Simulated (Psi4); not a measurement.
A dimer, C3H6O ··· H2Se (SMILES CC(C)=O and [SeH2]); the first 10 atoms form monomer A.

```
13

C     -1.2779     0.2089    -0.0189
C      0.0111    -0.3592     0.5326
C      1.2726    -0.0372    -0.2375
O      0.0318    -1.0337     1.5356
H     -1.2137     1.2980    -0.0839
H     -2.1129    -0.0735     0.6176
H     -1.4468    -0.1590    -1.0342
H      1.1823    -0.3776    -1.2721
H      1.4239     1.0449    -0.2732
H      2.1296    -0.5118     0.2340
Se     2.7768    -3.4100     3.4737
H      3.4734    -4.3643     4.3490
H      1.5419    -3.5380     4.2615
```

What interaction energy does SAPT0/jun-cc-pVDZ, frozen core (Psi4 1.11) give, and which attractive term is the largest?

Total -1.03 kcal/mol: electrostatics -0.64, exchange 0.11, induction -0.11, dispersion -0.39. The most attractive term is electrostatics.
